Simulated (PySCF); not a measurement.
# A small calculation by hand: chemical shift, span and skew from a shielding tensor

CH₆ClGeN, SMILES [CH3][Ge@H]([NH2])[Cl]. Atoms are numbered in the order given.

```xyz
10

C     -1.4852    -1.2838    -0.0245
Ge     0.0204    -0.1406    -0.4249
N      1.5662    -1.0779    -0.2315
Cl    -0.0876     1.5230     0.9877
H     -1.5156    -2.1318    -0.7249
H     -1.3948    -1.6700     1.0018
H     -2.4235    -0.7158    -0.1001
H      0.0180     0.4960    -1.8174
H      1.6804    -1.5516     0.6614
H      2.4209    -0.5708    -0.4473
```

The structure is a stationary point at ωB97X-D3(BJ)/def2-SVP. The structure was generated by enumeration; whether it is a known compound was not checked. Other conformers were not sampled.

GIAO shieldings from PBE/pcSseg-1 run with PySCF, non-relativistic, no solvent. The symmetric part of the tensor of N3 has the principal values 201.7, 212.9, 243.7 ppm. The same nucleus in NH3 has σ = 267.0 ppm at this level (PySCF, at its B3LYP-D3(BJ)/def2-TZVP geometry). Without spin–orbit terms, shifts of atoms bonded to Cl or Br come out too high.

### Question
Work out the isotropic shielding, the ¹⁵N shift against NH3, the span and the skew.

### Answer

σ(iso) = (σ11 + σ22 + σ33)/3 = 219.4 ppm. δ = σ(ref) − σ(iso) = 267.0 − (219.4) = 47.6 ppm.
Span Ω = σ33 − σ11 = 42.0 ppm. Skew κ = 3(σ(iso) − σ22)/Ω = 0.47. Tumbling in solution averages the tensor to δ; in a static solid the shielding alone would spread this spin-1/2 line over Ω.
